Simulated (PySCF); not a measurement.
Compound: SnCl2.
Cartesian coordinates in Å at the PBE0-D3(BJ)/def2-SVP level; atoms count from 1:
```xyz
3
SnCl2 angstrom
Sn     0.0043   -0.0071   -1.0477
Cl     1.7914   -0.0147    0.5310
Cl    -1.7957    0.0218    0.5167
```

The closed-shell ground state was solved at several levels (PySCF, density fitting, gas phase). Atoms past krypton carry effective core potentials; spin–orbit coupling is left out.

```json
{"level": "PBE0/pcSseg-1 (def2-TZVP on Sn)", "basis functions": "98", "total energy (Eh)": "-1134.4864", "HOMO (eV)": "-8.16", "LUMO (eV)": "-3.22", "gap (eV)": "4.94", "dipole (D)": "3.64"}
{"level": "wB97X-D/pcSseg-1 (def2-TZVP on Sn)", "basis functions": "98", "total energy (Eh)": "-1134.8467", "HOMO (eV)": "-9.94", "LUMO (eV)": "-1.67", "gap (eV)": "8.27", "dipole (D)": "3.80"}
```

**Question.** Estimate the row for CAM-B3LYP/def2-SVPD, a basis of 86 functions; the other rows only guide the guess.

**Answer.** Total energy -1134.5437 Eh, HOMO -9.42 eV, LUMO -2.36 eV, gap 7.06 eV, dipole 3.65 D.

**Question.** Over all these levels, which gives the widest orbital gap and which the narrowest?

**Answer.** wB97X-D/pcSseg-1 (def2-TZVP on Sn) (range-separated hybrid) has the widest, 8.27 eV, and PBE0/pcSseg-1 (def2-TZVP on Sn) (global hybrid, 25 % exact exchange) the narrowest, 4.94 eV. The two share the basis. From the narrowest to the widest the HOMO moves by -1.78 eV and the LUMO by +1.55 eV.

**Question.** How far do the dipole and the HOMO energy spread over the levels?

**Answer.** The dipole runs from 3.64 to 3.80 D (mean 3.69 D) and the HOMO from -9.94 to -8.16 eV.

Note: wB97X-D ran without an empirical dispersion term, which enters the total energy and its gradient alone.
